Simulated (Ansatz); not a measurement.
An input meant for the cluster SbTe₄ (charge 0, doublet).

```yaml
crystal:
  periodic: [false, false, false]
  atoms:
    - {symbol: Sb, position_ang: [1.582900, -0.674846, -1.599522]}
    - {symbol: Te, position_ang: [0.411392, 1.822991, -1.212709]}
    - {symbol: Te, position_ang: [-1.869680, 1.184336, 0.228669]}
    - {symbol: Te, position_ang: [-0.485552, -0.176467, 2.165960]}
    - {symbol: Te, position_ang: [0.360941, -2.156014, 0.417602]}
basis:
  gaussian: {orbitals: def2-mTZVP}
magnetization: {spin_polarized: true, initial_magnetization: 1}
hamiltonian: {xc: {name: HF}}
correlation: {method: mp2, frozen_orbitals: {Sb: 9}}
output: {forces: true}
```

```sh
$ ansatz run in.yaml --threads 4 --pin off --events-out ev --progress --plain --max-ram 8704MiB
```

Output, abridged:

```
Functional definition: HF
Error: "frozen_orbitals" has no count for Te
```

(1) What is wrong with this run?

Answers

(1) Frozen orbitals are typed for one element alone, and the program wants a count for each (the count typed has to fit that element's core, too). The input was rejected before any iteration.
